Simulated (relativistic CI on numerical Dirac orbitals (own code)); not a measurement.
Sensitivity of the levels of Te¹⁴⁺ to α and to the nuclear radius

These numbers are calculated, not measured: Dirac-Coulomb-Breit CI, KLI orbitals optimised for each configuration, derivatives by finite differences, unscaled Slater integrals, QED left out (own radial code, finite nucleus).

CI space (outside the closed core [Ar] 3d10): 4s²4p⁶4d², 4s²4p⁵4d³, 4s²4p⁶4d4f, 4s²4p⁶4d5s, 4s²4p⁶4d5p, 4s4p⁶4d²4f, 4s²4p⁶4f², 4s4p⁶4f³. Double excitations out of closed p, d and f shells are left out; levels of such configurations are missing from the list, as are those of other unlisted configurations, and high levels can miss mixing partners.

With x = (α/α₀)² − 1 an excitation energy changes as ω = ω₀ + qx; K = 2q/ω₀ is the relative enhancement. Terms are leading LS components, so labels can repeat. The field-shift factor is F = δν/δ⟨r²⟩ for the transition from the lowest level.

Lowest level 4s²4p⁶4d² ³F2.

```tsv
Level	ω₀ (cm⁻¹)	q (cm⁻¹)	F (GHz/fm²)
4s²4p⁶4d² ³F3	13105	14730	0.159
4s²4p⁶4d² ³F4	24621	23900	0.268
4s²4p⁶4d² ³P0	28260	4266	0.122
4s²4p⁶4d² ¹D2	31701	13370	0.208
4s²4p⁶4d² ³P1	35659	14770	0.229
4s²4p⁶4d² ³P2	50444	30720	0.406
4s²4p⁶4d² ¹G4	50994	21910	0.329
4s²4p⁶4d² ¹S0	96660	25110	0.503
4s²4p⁵4d³ ⁵D°2	573734	21790	1.6
4s²4p⁵4d³ ⁵D°1	575596	23060	1.56
4s²4p⁵4d³ ⁵F°3	576258	27840	1.69
4s²4p⁵4d³ ⁵D°0	579299	27330	1.59
4s²4p⁵4d³ ⁵S°2	580403	37700	1.48
4s²4p⁵4d³ ⁵F°4	581634	33840	1.76
4s²4p⁵4d³ ⁵F°5	592313	36480	1.74
4s²4p⁵4d³ ⁵D°2	595771	32440	1.59
4s²4p⁵4d³ ⁵D°3	596755	32500	1.42
4s²4p⁵4d³ ⁵F°1	596827	37060	1.4
4s²4p⁵4d³ ⁵D°4	596902	37880	1.54
4s²4p⁵4d³ ⁵G°6	603456	37990	1.69
4s²4p⁵4d³ ³G°3	609097	25020	1.88
4s²4p⁵4d³ ³P°2	613482	35610	1.95
4s²4p⁵4d³ ³G°4	613888	34010	1.8
```

At this charge energies of transitions that change n are usually good to better than 1 %, and those within a shell (Δn = 0) to a few per cent. Terms inside the open d or f shell come out 10 to 20 % too wide with unscaled integrals. Levels and lines within the n = 5 or 6 shells can be off by up to 10 % or somewhat more, and those that change n by about 2 %, since core polarisation is missing.

Question: Which transition from the lowest level has the largest |K|?

Answer: 4s²4p⁶4d² ³F3 at 13105 cm⁻¹, K = 2.25.
